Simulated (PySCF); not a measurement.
**Substituent chemical shifts**

Parent skeleton `[OH:1][CH2:2][CH2:3][CH:4]([SiH3:5])[SiH3:6]`; one hydrogen on atom 5 is replaced by X. Hydrogens on one atom are averaged.

[PySCF 2.14.0 with density-fitted response routines: σ from GIAO-PBE0/pcSseg-1; GFN2-xTB geometry; non-relativistic Hamiltonian; no solvent model; single conformer; one averaged value for each set of equivalent atoms]

δ = σ(ref) − σ, references computed at the same level: $^{17}$O (σ = 336.08 ppm) against H2O; $^{13}$C (σ = 186.93 ppm), $^{29}$Si (σ = 349.16 ppm), $^{1}$H (σ = 31.72 ppm) vs TMS.

Parent (X = H): O1 49.7, C2 70.2, C3 34.6, C4 1.7, Si5 -69.4, Si6 -69.4, H(C2) 4.07, H(C3) 1.72, H(C4) 0.16 ppm. Effects are Δδ = δ(X) − δ(H), positive for deshielding.

(1) Order these by the shift of H(C4), most shielded first.
A. X = CONH2
B. X = CH2SiH3
C. X = NHSiH3
D. X = CF3

(2) Order these by the shift of C2, most shielded first.
A. X = CHO
B. X = propynyl
C. X = CONH2

(3) Order these by the shift of H(C2), most shielded first.
A. X = CF3
B. X = CONH2
C. X = CHO

Answers

(1) A (-0.03 ppm), B (+0.12 ppm), D (+0.70 ppm), C (+1.04 ppm).

(2) A (-4.1 ppm), B (+0.1 ppm), C (+2.3 ppm).

(3) C (-0.49 ppm), A (-0.15 ppm), B (+0.10 ppm).

Experimental scales use liquid or dissolved standards, which lie at an offset from isolated H2O (liquid H2O: subtract about 36 ppm).
